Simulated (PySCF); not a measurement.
Cl3HOTi, SMILES [OH][Ti]([Cl])([Cl])[Cl] (connectivity only; charge and spin as stated), charge +1, multiplicity 2.

Geometry optimised at PBE0-D3(BJ)/def2-SVP. A frequency run showed that this geometry is not a minimum. The spin state was assumed, not searched. The isomer is the one that the SMILES or the coordinates give; other isomers of the formula were not compared. The values are those of a single conformer.

Method: PBE/def2-TZVP (PySCF).

Isolated molecule, no solvent.

Computed frontier levels, dipole moment and polarisability:
| Quantity | Value |
|---|---|
| α spin, highest occupied and lowest empty level | -13.58 and -9.58 eV |
| β spin, highest occupied and lowest empty level | -13.42 and -13.28 eV |
| dipole moment about the centre of nuclear charge | 2.57 D |
| mean static polarisability | 93.0 bohr³ (13.78 Å³) |
| polarisability, principal values | 68.3, 105.3, 105.3 bohr³ |
| ⟨S²⟩ | 0.757 (pure state 0.75) |
